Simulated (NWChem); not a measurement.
The numbers come from NWChem runs, not from measurements. System: sulfuric acid (H2O4S), charge 0, spin multiplicity 1, at a geometry optimised with PBE/def2-SVP. Level: MP2/def2-SVP, 9 core orbitals frozen.

Input file:

```
start mol
memory heap 200 mb stack 900 mb global 1100 mb
geometry units angstroms nocenter noautoz
  O     -0.301402     1.237376     0.870503
  S      0.000000     0.000000    -0.171580
  O      1.271185     0.252499    -0.841629
  O     -1.271185    -0.252499    -0.841629
  O      0.301402    -1.237376     0.870503
  H      0.572123     1.595329     1.141645
  H     -0.572123    -1.595329     1.141645
  symmetry group C2
end
basis spherical
  * library def2-svp
end
scf
  rhf
  nopen 0
  maxiter 100
  thresh 1e-7
  semidirect memsize 60000000 filesize 0
end
mp2
  freeze core 9
end
task mp2 energy
```

Output (cleaned and shortened):

```
             Northwest Computational Chemistry Package (NWChem) 7.3.0
             --------------------------------------------------------

                                NWChem Input Module
                                -------------------

 Scaling coordinates for geometry "geometry" by  1.889725989
 (inverse scale =  0.529177249)

 Turning off AUTOSYM since
 SYMMETRY directive was detected!

                             Geometry "geometry" -> ""
                             -------------------------

 Output coordinates in angstroms (scale by  1.889725989 to convert to a.u.)

  No.       Tag          Charge          X              Y              Z
 ---- ---------------- ---------- -------------- -------------- --------------
    1 O                    8.0000    -0.30140200     1.23737600     0.87050300
    2 S                   16.0000     0.00000000     0.00000000    -0.17158000
    3 O                    8.0000     1.27118500     0.25249900    -0.84162900
    4 O                    8.0000    -1.27118500    -0.25249900    -0.84162900
    5 O                    8.0000     0.30140200    -1.23737600     0.87050300
    6 H                    1.0000     0.57212300     1.59532900     1.14164500
    7 H                    1.0000    -0.57212300    -1.59532900     1.14164500

 Effective nuclear repulsion energy (a.u.)     281.4230273473

            Nuclear Dipole moment (a.u.)
            ----------------------------
        X                 Y               Z
 ---------------- ---------------- ----------------
     0.0000000000     0.0000000000    -0.0000113384

      Symmetry information
      --------------------

 Group name             C2
 Group number              4
 Group order               2
 No. of unique centers     4

      Symmetry unique atoms

     1    2    3    6


 Summary of "ao basis" -> "" (spherical)
 ------------------------------------------------------------------------------
       Tag                 Description            Shells   Functions and Types
 ---------------- ------------------------------  ------  ---------------------
 *                          def2-svp                  on all atoms

 Summary of "ao basis" -> "ao basis" (spherical)
 ------------------------------------------------------------------------------
       Tag                 Description            Shells   Functions and Types
 ---------------- ------------------------------  ------  ---------------------
 O                          def2-svp                 6       14   3s2p1d
 S                          def2-svp                 8       18   4s3p1d
 H                          def2-svp                 3        5   2s1p

                                 NWChem SCF Module
                                 -----------------

  ao basis        = "ao basis"
  functions       =    84
  atoms           =     7
  closed shells   =    25
  open shells     =     0
  charge          =   0.00
  wavefunction    = RHF
  use symmetry    = T
  symmetry adapt  = T

 Summary of "ao basis" -> "ao basis" (spherical)
 ------------------------------------------------------------------------------
       Tag                 Description            Shells   Functions and Types
 ---------------- ------------------------------  ------  ---------------------
 O                          def2-svp                 6       14   3s2p1d
 S                          def2-svp                 8       18   4s3p1d
 H                          def2-svp                 3        5   2s1p
[...]
    18      0.347843  2 S  s                  7     -0.279038  1 O  px
    67      0.279038  5 O  px                17      0.181445  2 S  s
    35     -0.171147  3 O  s                 49     -0.171147  4 O  s

 Vector   27  Occ=0.000000D+00  E= 1.686710D-01  Symmetry=b
              MO Center= -1.5D-15, -1.1D-14,  1.2D+00, r^2= 5.9D+00
   Bfn.  Coefficient  Atom+Function         Bfn.  Coefficient  Atom+Function
  ----- ------------  ---------------      ----- ------------  ---------------
    76      1.036654  6 H  s                 81     -1.036654  7 H  s
     3     -0.625560  1 O  s                 63      0.625560  5 O  s
    25     -0.337039  2 S  px                 7     -0.248487  1 O  px
    67     -0.248487  5 O  px

 Vector   28  Occ=0.000000D+00  E= 2.344620D-01  Symmetry=b
              MO Center= -1.9D-14, -8.6D-15, -2.2D-01, r^2= 2.4D+00
   Bfn.  Coefficient  Atom+Function         Bfn.  Coefficient  Atom+Function
  ----- ------------  ---------------      ----- ------------  ---------------
    26      1.184337  2 S  py                23      0.435704  2 S  py
     9      0.350259  1 O  pz                69     -0.350259  5 O  pz
    76     -0.342675  6 H  s                 81      0.342675  7 H  s
    40     -0.324262  3 O  py                54     -0.324262  4 O  py
     3     -0.232411  1 O  s                  8      0.231515  1 O  py

 center of mass
 --------------
 x =   0.00000000 y =   0.00000000 z =  -0.04361199

 moments of inertia (a.u.)
 ------------------
         380.554149310050          -0.632338896842           0.000000000000
          -0.632338896842         377.373876561072           0.000000000000
           0.000000000000           0.000000000000         397.843875567039

  Mulliken analysis of the total density
  --------------------------------------

    Atom       Charge   Shell Charges
 -----------   ------   -------------------------------------------------------
    1 O    8     8.47   1.99  1.08  0.72  2.81  1.85  0.01
    2 S   16    14.40   2.00  1.99  1.17 -0.07  5.94  1.56  1.03  0.79
    3 O    8     8.59   1.99  1.09  0.80  2.78  1.90  0.02
    4 O    8     8.59   1.99  1.09  0.80  2.78  1.90  0.02
    5 O    8     8.47   1.99  1.08  0.72  2.81  1.85  0.01
    6 H    1     0.74   0.64  0.04  0.07
    7 H    1     0.74   0.64  0.04  0.07

       Multipole analysis of the density wrt the origin
       ------------------------------------------------

     L   x y z        total         open         nuclear
     -   - - -        -----         ----         -------
     0   0 0 0     -0.000000      0.000000     50.000000

     1   1 0 0     -0.000000      0.000000      0.000000
     1   0 1 0     -0.000000      0.000000      0.000000
     1   0 0 1      1.305286      0.000000     -0.000011

     2   2 0 0    -29.933755      0.000000     99.856675
     2   1 1 0      3.294028      0.000000      3.549118
     2   1 0 1     -0.000000      0.000000     -0.000000
     2   0 2 0    -22.947292      0.000000    109.302533
     2   0 1 1      0.000000      0.000000      0.000000
     2   0 0 2    -26.232960      0.000000     94.760260

                   NWChem MP2 Semi-direct Energy/Gradient Module
                   ---------------------------------------------

  Basis functions       =     84
  Molecular orbitals    =     84
  Frozen core           =      9
  Frozen virtuals       =      0
  Active alpha occupied =     16
  Active beta occupied  =     16
  Active alpha virtual  =     59
  Active beta virtual   =     59
  Use MO symmetry       = T
  Use skeleton AO sym   = T

  AO/Fock/Back tols     =   1.0D-09  1.0D-09  1.0D-09

 GA uses MA = F    GA memory limited = T

 Available:
  local mem=  1.26D+08
 global mem=  1.44D+08
 local disk=  0.00D+00
  mp2_memr nvloc                    59
  nvloc new                    59
   1 passes of  16:        3145728                      38466                  11419063.
   1 passes of  16: M    126153289           G      144165088           F     123007561.

 Semi-direct pass number   1 of   1  for RHF alpha+beta  at        1.5s
  vrange nnbf                  3554
  mp2_eaftype                    43  avail_ma_in_mb                  1099
 EAF : mp2_eaftype filesize          43    5709532.
  mp2_eaf for mointskh                     43
Node 0 wrote     26.8 Mb in      0.0 s     Agg I/O rate:  2096.3 Mb/s
 Done moints_semi at        3.5s
  mp2_eaftype                    43  avail_ma_in_mb                  1056
 EAF : mp2_eaftype filesize          43    5709532.
  mp2_eaf for kh                    43
 Done maket at        3.7s
 Done multipass loop at        3.7s

          -------------------------------------------
          SCF energy                -697.665111719142
          Correlation energy          -0.898009676190
          Singlet pairs               -0.525419491241
          Triplet pairs               -0.372590184949
          Total MP2 energy          -698.563121395332
          -------------------------------------------

          ---------------------------------------------------
                    Spin Component Scaled (SCS) MP2
          Same spin pairs                     -0.248393456633
          Same spin scaling factor             0.333333333333
          Opposite spin pairs                 -0.649616219558
          Opposite spin scaling fact.          1.200000000000
          SCS-MP2 correlation energy          -0.862337282347
          Total SCS-MP2 energy              -698.527449001488
          ---------------------------------------------------

 -----------------------
 Performance information
 -----------------------

 Timer overhead =  2.04D-07 seconds/call

               Nr. of calls         CPU time (s)                 Wall time (s)                GFlops
             ---------------    -------------------     ------------------------------   -------------------
Name         Min   Avg   Max    Min     Avg     Max     Min     Avg     Max   Mx/calls   Min     Max     Sum
mp2: moin     1     1     1    2.0     2.0     2.0      2.0     2.0     2.0     2.0      0.0     0.0     0.0
mp2: make     1     1     1   0.18    0.18    0.18     0.18    0.18    0.18    0.18      0.0     0.0     0.0
mp2: tota     1     1     1    2.2     2.2     2.2      2.2     2.2     2.2     2.2      0.0     0.0     0.0

 The average no. of pstat calls per process was 3.00D+00
 with a timing overhead of 6.12D-07s

 Task  times  cpu:        3.7s     wall:        3.7s

 Total times  cpu:        3.7s     wall:        3.7s
```
